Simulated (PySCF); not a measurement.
A GIAO shielding run with PySCF 2.14.0 with density-fitted response routines (density fitting, non-relativistic, gas phase) on SMILES C=CC(=C)[Si@@H](P)S[SiH3], C$_{4}$H$_{11}$PSSi$_{2}$:

```
$ OMP_NUM_THREADS=1 python probes_run.py task.json out

{"job": {"kind": "nmr", "xc": "PBE0", "basis": "pcSseg-1"}, "charge": 0, "multiplicity": 1}
C     -2.423168    -1.370204    -0.736430
C     -2.155794    -0.514662     0.241103
C     -0.912946     0.225447     0.391320
C     -0.810530     1.185213     1.314109
Si     0.513925    -0.174283    -0.791494
P      0.017114     0.252344    -2.938757
S      2.282345     0.949283    -0.245196
Si     3.002157    -0.044249     1.511741
H     -1.715132    -1.590266    -1.520016
H     -3.371315    -1.876673    -0.796102
H     -2.907474    -0.316931     0.997111
H     -1.628031     1.430961     1.975050
H      0.087773     1.767359     1.432744
H      0.887383    -1.590292    -0.686569
H      0.796851     1.388154    -3.047145
H     -1.126173     0.979378    -2.658225
H      2.080979     0.224743     2.608858
H      4.308605     0.556075     1.709978
H      3.063629    -1.472144     1.230459
```

Hardware: 1 thread of an Arm Neoverse N1, shared host. The job also computes population analyses, field gradients.

(1) How large is the calculation?

(2) How long does it take, and how much memory does it need?

Answers

(1) 94 electrons, 219 basis functions and 1230 auxiliary functions.

(2) 85 s of wall time, with 14 SCF cycles and 5 response iterations; peak memory 1.1 GiB. Times on a shared host scatter by some tens of per cent.
